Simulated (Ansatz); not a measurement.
```xyz
9

F     0.916    0.921    2.893
Al    0.337    1.050    1.354
N     0.209   -0.444    0.411
Si   -0.344   -0.642   -1.213
H    -0.072    2.453    0.789
H     0.498   -1.297    0.873
H     0.705   -1.218   -2.098
H    -0.713    0.709   -1.712
H    -1.535   -1.532   -1.297
```

Total charge 0; spin multiplicity 1.

(1) List the r2SCAN/def2-TZVPP orbital energies in eV (Ansatz 0.2.0). (An estimate is asked.)

## Answers

(1) Computed: Occupied: -1791.22, -1517.32, -665.26, -384.97, -141.64, -110.84, -96.51, -96.49, -96.48, -71.18, -70.99, -70.93, -29.99, -21.87, -13.85, -12.04, -11.20, -10.10, -10.01, -9.66, -9.11, -8.59, -8.37, -6.92. Lowest empty: -0.86, -0.64, 0.21, 1.12, 1.39, 1.48, 2.02, 2.31.
